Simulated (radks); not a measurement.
All-electron atom: Pm III in [Kr] 4d10 4f5 5p6 6p2 (not the ground configuration). All-electron calculation, scalar-relativistic Kohn-Sham, LDA (Slater exchange, Perdew-Wang correlation), spin-polarised, spherical densities, point nucleus; open shells are filled with parallel spins first (spin-orbit coupling, left out, can overturn this in heavy ions). Program: a radial shooting solver on a logarithmic mesh with Libxc functionals. Some entries of the table are withheld. Estimate them.

orbital,occ.,eigenvalue (eV),<r> (bohr),r(max) (bohr)
1s up,1,-45008.42,0.02319,0.01480
1s down,1,-45008.40,0.02319,0.01480
2s up,1,-7341.810,0.09902,0.08386
2s down,1,-7341.747,0.09902,0.08386
2p up,3,-6562.429,0.08713,0.06763
2p down,3,-6562.376,0.08713,0.06763
3s up,1,-1622.035,0.2609,0.2389
3s down,1,-1620.401,0.2607,0.2388
3p up,3,-1377.295,0.2591,0.2340
3p down,3,-1375.673,0.2589,0.2339
3d up,5,-1040.945,0.2364,0.1917
3d down,5,-1039.670,0.2362,0.1916
4s up,1,-345.4024,0.5936,0.5522
4s down,1,-341.4147,0.5934,0.5520
4p up,3,-265.0886,0.6285,0.5764
4p down,3,-261.1013,0.6284,0.5761
4d up,5,-151.5929,0.6885,(1)
4d down,5,-147.6273,0.6889,(2)
5p up,3,-47.9291,1.588,(3)
5p down,3,-45.8479,1.608,(4)
4f up,5,-30.3930,0.9403,0.6339
4f down,0,-26.7925,0.9664,0.6358
6p up,2,-14.2826,3.795,3.531
6p down,0,-12.7023,3.901,3.576

Answer. 
(1) 4d up r(max) (bohr): 0.6030
(2) 4d down r(max) (bohr): 0.6026
(3) 5p up r(max) (bohr): 1.420
(4) 5p down r(max) (bohr): 1.435
